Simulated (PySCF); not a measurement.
# Diatomic anions of Br with group 4

PBE0 with triple-zeta basis sets in PySCF, for the lowest determinant that a PBE0 search found; no spin–orbit coupling. De refers to high-spin ground-configuration atoms (the charge goes to the atom of lower measured ionisation energy or higher electron affinity, which is not always the lowest computed limit). A positive dipole points towards Br; it is taken about the centre of mass and depends on that origin.

```json
{"M": "Ti", "basis": "def2-TZVPPD", "charged atom": "Br−", "state (unpaired electrons)": "triplet (π ↑, δ ↑)", "Re (Å)": "2.537", "ωe (cm⁻¹)": "232", "De (eV)": "n/a", "μ (D)": "5.09"}
{"M": "Zr", "basis": "def2-TZVPPD", "charged atom": "Br−", "state (unpaired electrons)": "triplet (π ↑, δ ↑)", "Re (Å)": "2.622", "ωe (cm⁻¹)": "204", "De (eV)": "n/a", "μ (D)": "3.21"}
{"M": "Hf", "basis": "def2-TZVPPD", "charged atom": "Br−", "state (unpaired electrons)": "triplet (π ↑, δ ↑)", "Re (Å)": "2.636", "ωe (cm⁻¹)": "168", "De (eV)": "n/a", "μ (D)": "0.99"}
```

The shortest bond is that of TiBr⁻ (2.537 Å), the longest that of HfBr⁻ (2.636 Å).

Down a group the atoms grow and get heavier, so bonds lengthen and wavenumbers fall; this series shows no clear exception.

De is left out where the level can put another filling of the metal’s s and d shells below the measured ground configuration, by anything from nothing to about 1 eV. Spin–orbit coupling is left out, which matters for elements this heavy, above all for dissociation energies. The highest Kohn–Sham level is positive in some of these anions. Much of that is self-interaction error, but it also means that the finite basis helps to hold the extra electron. With d or f electrons several states lie close, and the lowest PBE0 determinant need not be the measured ground state.
